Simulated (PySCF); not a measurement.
**Does the structure fit the spectrum?**

A compound C₇H₇FO gives the data below (simulated from a calculation) and was assigned the structure `C=C(C)c1ccc(F)o1`.

$^{13}$C{$^{1}$H} NMR (computed): δ 174.0 (C), 168.2 (C), 135.8 (CH), 118.8 (CH), 111.9 (CH), 101.3 (CH), 56.0 (CH3).

$^{1}$H NMR (400 MHz, computed): δ 7.52 (m, 1H), 7.00 (d, 1H), 6.89 (m, 1H), 6.51 (m, 1H), 3.92 (s, 3H).

Non-relativistic Hamiltonian, one computed conformer, gas phase, fast rotation and ring inversion assumed for equivalent nuclei. Shieldings: GIAO PBE0/pcSseg-1; GFN2-xTB geometry; PySCF.

δ = σ(ref) − σ, references computed at the same level: $^{1}$H (31.72 ppm), $^{13}$C (186.93 ppm) against TMS.

(1) Compare with the shifts computed for the proposed structure, pairing carbons in order of shift.

(2) Which isomer fits?

## Answers

(1) Atoms are numbered as in `[CH2:1]=[C:2]([CH3:3])[c:4]1[cH:5][cH:6][c:7]([F:8])[o:9]1`; H(Xn) means a hydrogen on atom n.

```csv
atom,computed for proposal,given list,difference
C7,168.2,174.0,-5.8
C4,150.8,168.2,-17.4
C2,139.4,135.8,+3.6
C1,115.6,118.8,-3.2
C5,114.3,111.9,+2.4
C6,91.2,101.3,-10.1
C3,21.1,56.0,-34.9
```

The rms difference is 15.5 ppm and the largest -34.9 ppm at C3 (allylic methyl carbon). The carbon types in order of shift don't match either: C, C, C, CH2, CH, CH, CH3 for the proposal against C, C, CH, CH, CH, CH, CH3 in the data. The proposal doesn't fit.

(2) `c1c(OC)cccc1F`.

Carbon types of the structure: 2 × C, 4 × CH, 1 × CH3, which accounts for all hydrogens. δC 174.0: aromatic carbon bearing fluorine; the electronegative substituent deshields the carbon that carries it. δC 168.2: aromatic carbon bearing oxygen; σ withdrawal by the attached heteroatom moves it downfield of the ring CH carbons. δC 135.8, 118.8, 111.9, 101.3: aromatic CH. δH 3.92: hydrogen on a methyl carbon bonded to O; its carbon carries O, an electronegative neighbour.

Other isomers checked: C=C1C=CC(OC)=C1F (rms 16.1 ppm).

This is the structure that produced the data.

Splittings by $^{19}$F in the carbon and heteronuclear signals aren't shown, as no couplings were computed. Shifts are as computed. Against solution values, carbons near 30 ppm lie about +3 ppm off and those near 130 ppm about +5 ppm. Of 1211 compounds with measured shifts, 218 miss one by over three times the rms of a fit or turn the order of signals round; such compounds aren't used in these exercises. Multiplicities follow the n + 1 count of equivalent neighbours, as no J values were calculated; m marks all less simple cases, F and P coupling included.
